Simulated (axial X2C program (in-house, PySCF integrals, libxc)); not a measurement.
# Spin–orbit effects down a group: molecules with Ru, PBE0

All values come from calculations with an in-house all-electron X2C program for linear molecules (integrals from PySCF), spin-free (one-electron X2C) or two-component (2c: spin–orbit coupling with atomic mean-field Coulomb and Gaunt terms, which also bring small scalar terms), in Dyall basis sets with cores contracted in-house; open shells are unrestricted.

Basis sets: H dyall-v3z, Li dyall-cv3z, Na dyall-cv3z, Ru dyall-cv3z.

| molecule | spin-free state | Re (Å) | ωe (cm⁻¹) | De (eV) | 2c state | Re 2c (Å) | ωe 2c (cm⁻¹) | De 2c (eV) |
| --- | --- | --- | --- | --- | --- | --- | --- | --- |
| RuH | M_S = 3/2, Λ = 0 | 1.583 | 1968.5 | 2.77 | Ω = 3/2 | 1.584 | 1966.0 | n/a |
| LiRu | M_S = 3/2, Λ = 0 | 2.437 | 371.6 | 1.45 | Ω = 3/2 | 2.438 | 371.3 | n/a |
| NaRu | M_S = 3/2, Λ = 0 | 2.762 | 195.2 | 1.14 | Ω = 3/2 | 2.763 | 195.1 | n/a |

Each entry is the lowest single determinant of a limited PBE0 search at one distance. De goes to single-determinant-based atoms at the same level (for ions the charge split of lowest energy) and is withheld (n/a) where an atom does not fit its ground term or J level. Main or longest-lived isotopes. One determinant is a doubtful description, or other states lie close, for RuH, LiRu, NaRu; these need not be ground states, and all values refer to the states named. With several unpaired electrons the Ω given is that of one determinant, not necessarily of the lowest component. The functionals have no current term, which raises determinants with orbital currents.
